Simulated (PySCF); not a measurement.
## Excitation energy of Ir by level of theory

Ir [Xe] 4f14 5d7 6s2 (4F) → Ir [Xe] 4f14 5d6 6s2 7s1 (6D), as a difference of total energies. Computed with PySCF 2.14 in aug-cc-pwCVDZ-PP with ECP60MDF (6s6p5d3f, 70 functions), with scalar relativity through the core potential. Correlated levels: valence: 5s2 5p6 frozen. The calculations carry no spin-orbit coupling.

```tsv
method	excitation energy (eV)
UHF	6.971
MP2 (valence)	8.133
SCS-MP2 (valence)	8.301
CCSD (valence)	8.042
CCSD(T) (valence)	8.099
```

**Question.** How much does correlation contribute at CCSD(T) (valence)?

**Answer.** 8.099 − (6.971) = 1.128 eV, measured against UHF.

The promoted electron is Rydberg-like, and one or two diffuse shells describe it only roughly, which tends to raise the upper state.
